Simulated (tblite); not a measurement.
Parent: `[CH2:1]=[CH:2][C:3]1=[CH:4][CH2:5][P:6]([CH3:7])[CH2:8]1` with C1–C2–C3–C4 -176°, C3–C4–C5–P6 15°, C4–C5–P6–C7 79°, C5–P6–C8–C3 18°, C2–C3–C8–P6 167°, C7H11P.

Computed geometry: GFN2-xTB, gas phase. One conformer each, not checked by frequencies here.

```tsv
coordinate of the parent	value
C1=C2	1.329 Å
C2–C3	1.448 Å
C3=C4	1.335 Å
C4–C5	1.492 Å
C5–P6	1.871 Å
P6–C7	1.854 Å
P6–C8	1.868 Å
C3–C8	1.505 Å
C1–C2–C3	125.4°
C2–C3–C4	123.6°
C2–C3–C8	121.3°
C4–C3–C8	115.0°
C3–C4–C5	117.2°
C4–C5–P6	106.1°
C5–P6–C7	97.1°
C5–P6–C8	90.4°
C7–P6–C8	97.1°
C3–C8–P6	106.8°
```

Question: In one relative the bonds that all share with the parent change as follows (parent's numbers): C1–C2 0.000, C2–C3 0.000, C3–C4 0.000, C4–C5 +0.002, C5–P6 -0.003, P6–C7 +0.020, P6–C8 -0.007, C3–C8 +0.001 Å. Which is it?
A. `[CH2:1]=[CH:2][C:3]1=[CH:4][CH2:5][P:6]([C:7]([F:8])([F:9])[F:10])[CH2:11]1` with C1–C2–C3–C4 177°, C3–C4–C5–P6 -9°, C4–C5–P6–C7 -84°, C5–P6–C11–C3 -11°, C2–C3–C11–P6 -172°
B. `[CH2:1]=[CH:2][C:3]1=[CH:4][CH2:5][P:6]([CH2:7][S:8][CH3:9])[CH2:10]1` with C1–C2–C3–C4 177°, C5–P6–C7–S8 163°, P6–C7–S8–C9 64°, C3–C4–C5–P6 -13°, C4–C5–P6–C7 -81°, C5–P6–C10–C3 -16°, C2–C3–C10–P6 -169°

Answer: B. The changes in all of them (Å):

```tsv
SMILES	C1–C2	C2–C3	C3–C4	C4–C5	C5–P6	P6–C7	P6–C8	C3–C8
C=CC1=CCP(CSC)C1	0.000	0.000	0.000	+0.002	-0.003	+0.020	-0.007	+0.001
C=CC1=CCP(C(F)(F)F)C1	0.000	0.000	-0.001	+0.004	-0.007	+0.043	-0.008	+0.005
```

Atoms are paired thus: C=CC1=CCP(CSC)C1: C1 = C1, C2 = C2, C3 = C3, C4 = C4, C5 = C5, P6 = P6, C7 = C7, C8 = C10; C=CC1=CCP(C(F)(F)F)C1: C1 = C1, C2 = C2, C3 = C3, C4 = C4, C5 = C5, P6 = P6, C7 = C7, C8 = C11.
